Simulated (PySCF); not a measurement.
Precursor series Zr Cl-NH2. All species are isolated molecules in the gas phase. One relaxed conformer stands for each flexible species; it need not be the lowest.

Computed with TPSSh-D3(BJ)/def2-TZVP // TPSS-D3(BJ)/def2-SVP in PySCF. 

```
species                                      charge on the central atom (Mulliken) (e)  mean distance from the central atom to its bonded neighbours (Å)
-------------------------------------------  -----------------------------------------  ----------------------------------------------------------------
0 of 4 Cl replaced by NH2                                                          ___                                                             2.337
1 of 4 Cl replaced by NH2                                                         1.45                                                             2.272
2 of 4 Cl replaced by NH2 ([Zr(Cl)2(NH2)2])                                       1.54                                                             2.205
3 of 4 Cl replaced by NH2 ([Zr(Cl)(NH2)3])                                        1.62                                                               ___
4 of 4 Cl replaced by NH2 ([Zr(NH2)4])                                            1.72                                                             2.063
```

Problem. Complete the blanks.

Solution. 
- 0 of 4 Cl replaced by NH2, charge on the central atom (Mulliken) (e): 1.38
- 3 of 4 Cl replaced by NH2 ([Zr(Cl)(NH2)3]), mean distance from the central atom to its bonded neighbours (Å): 2.134
